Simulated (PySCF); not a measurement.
HgBr, SMILES [Br][Hg+], charge +1. Atoms are numbered in the order given.

```xyz
2

Hg     0.0000     0.0000    -0.7228
Br     0.0000     0.0000     1.6520
```
Charge +1, spin multiplicity 1.

Geometry: r2SCAN-D4/def2-TZVP. The multiplicity is an assumed one; other spin states were not compared. The def2 effective core potentials stand for the cores of Hg; spin–orbit coupling is left out.

Computed with PBE0/def2-TZVPD in PySCF.

Mulliken values depend strongly on the basis, most of all with diffuse functions as here. ESP charges are fitted to the potential on shells at 1.4 to 2.0 van der Waals radii. Atomic charges (e):

| atom | ESP fit | Mulliken |
|---|---|---|
| Hg1 | ___ | 0.97 |
| Br2 | ___ | 0.03 |

Some entries are withheld; supply them. (Estimate from the structure and the level; the computed values follow.)


- Hg1, ESP fit: 0.98
- Br2, ESP fit: 0.02
